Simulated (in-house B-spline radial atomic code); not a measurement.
Ionisation energies with and without relativity, with size and susceptibility from the Dirac run. Dirac energy differences include first-order Breit, QED and recoil terms. NIST's values go from ground level to ground level; the uncertainty of those that are theory runs from under 0.1 % in few-electron ions to several per cent in heavy many-electron ones. Computed with an all-electron radial atomic-structure program (B-spline basis): non-relativistic Hartree-Fock and Dirac-Hartree-Fock, averages of the configuration (point nuclei without relativity, finite nuclei with it).

| ion | configuration | configuration after | ionisation non-relativistic (eV) | ionisation Dirac Breit and QED (eV) | tabulated value (eV) | radius at density 0.001 (bohr) | diamagnetic susceptibility (10⁻⁶ cm³/mol) |
| --- | --- | --- | --- | --- | --- | --- | --- |
| B4+ | 1s1 | bare | 340.1 | 340.2 | 340.226 | 1.059 | -0.094965 |
| C4+ | 1s2 | 1s1 | ? | ? | ? | ? | ? |
| N4+ | [He] 2s1 | 1s2 | 97.7 | 97.8 | 97.8901 | 2.147 | -1.1316 |
| O4+ | [He] 2s2 | [He] 2s1 | ? | ? | ? | ? | ? |
| F4+ | [He] 2s2 2p1 | [He] 2s2 | 114.1 | 114.1 | 114.249 | 2.064 | -1.9504 |
| Ne4+ | [He] 2s2 2p2 | [He] 2s2 2p1 | 124.1 | 124.1 | 126.247 | 1.996 | -2.1057 |

(1) Fill in the row of C4+.

(2) Fill in the row of O4+.

Results:

(1) ionisation non-relativistic (eV): 390.8; ionisation Dirac Breit and QED (eV): 390.9; tabulated value (eV): 392.0906; radius at density 0.001 (bohr): 1.049; diamagnetic susceptibility (10⁻⁶ cm³/mol): -0.15144.

(2) ionisation non-relativistic (eV): 111.0; ionisation Dirac Breit and QED (eV): 111.1; tabulated value (eV): 113.899; radius at density 0.001 (bohr): 2.136; diamagnetic susceptibility (10⁻⁶ cm³/mol): -1.7051.
